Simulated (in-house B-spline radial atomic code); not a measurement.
Radial electron density of Ag⁶⁺, [Kr] 4d5. Level of theory: Dirac-Kohn-Sham PBE0, spherical fractional occupations, Fermi nucleus of rms radius 4.5454 fm; calculated with a B-spline radial code for spherical atoms.

Caution: exact exchange at fractional occupations of open shells leaves self-interaction of up to several eV.

Columns: r (bohr), 4πr²n(r) (electrons per bohr), bar.

```
 0.00112    1.534 #
 0.00137    2.187 #
 0.00166    3.053 ##
 0.00201    4.232 ##
 0.00245     5.89 ###
 0.00297    8.052 #####
 0.00361    10.94 ######
 0.00438    14.63 ########
 0.00532     19.3 ###########
 0.00647    25.03 ##############
 0.00785    31.63 ##################
 0.00954    38.97 #######################
  0.0116    46.47 ###########################
  0.0141    53.27 ###############################
  0.0171     58.3 ##################################
  0.0208    60.73 ###################################
  0.0252    60.08 ###################################
  0.0306    56.99 #################################
  0.0372     53.4 ###############################
  0.0452    52.25 ##############################
  0.0548     55.8 ################################
  0.0666    63.92 #####################################
  0.0809    72.64 ##########################################
  0.0983    75.95 ############################################
   0.119    70.49 #########################################
   0.145    59.06 ##################################
   0.176    51.06 ##############################
   0.214    52.59 ##############################
    0.26     59.4 ##################################
   0.315    59.79 ###################################
   0.383    47.64 ############################
   0.465       30 #################
   0.565    18.49 ###########
   0.686    16.48 ##########
   0.833    17.48 ##########
    1.01    15.22 #########
    1.23    9.717 ######
    1.49    4.632 ###
    1.81    1.611 #
     2.2   0.4036 
    2.68  0.06714 
    3.25 0.007132 
    3.95 0.0003966
```

On this grid the curve has 4 maxima, near 0.0208, 0.0983, 0.315, 0.833 bohr.

The 4p3/2 radial function P(r) = rR(r), positive near the nucleus, with its small component Q(r) (sign convention: Q ≈ (P' + κP/r)/2c):

```json
{"r (bohr)": "0.00166", "P": "0.001491", "Q": "-0.0001295"}
{"r (bohr)": "0.00245", "P": "0.003151", "Q": "-0.000273"}
{"r (bohr)": "0.00361", "P": "0.006579", "Q": "-0.0005701"}
{"r (bohr)": "0.00532", "P": "0.01357", "Q": "-0.001177"}
{"r (bohr)": "0.00785", "P": "0.0275", "Q": "-0.002391"}
{"r (bohr)": "0.0116", "P": "0.0543", "Q": "-0.004739"}
{"r (bohr)": "0.0171", "P": "0.1023", "Q": "-0.008987"}
{"r (bohr)": "0.0252", "P": "0.1806", "Q": "-0.01608"}
{"r (bohr)": "0.0372", "P": "0.2895", "Q": "-0.02649"}
{"r (bohr)": "0.0548", "P": "0.3951", "Q": "-0.0384"}
{"r (bohr)": "0.0809", "P": "0.4039", "Q": "-0.04599"}
{"r (bohr)": "0.119", "P": "0.1833", "Q": "-0.03976"}
{"r (bohr)": "0.176", "P": "-0.2842", "Q": "-0.01499"}
{"r (bohr)": "0.26", "P": "-0.638", "Q": "0.01456"}
{"r (bohr)": "0.383", "P": "-0.327", "Q": "0.02374"}
{"r (bohr)": "0.565", "P": "0.5904", "Q": "0.00791"}
{"r (bohr)": "0.833", "P": "1.173", "Q": "-0.008994"}
{"r (bohr)": "1.23", "P": "0.8533", "Q": "-0.009717"}
{"r (bohr)": "1.81", "P": "0.2779", "Q": "-0.003386"}
{"r (bohr)": "2.68", "P": "0.03266", "Q": "-0.0004029"}
```
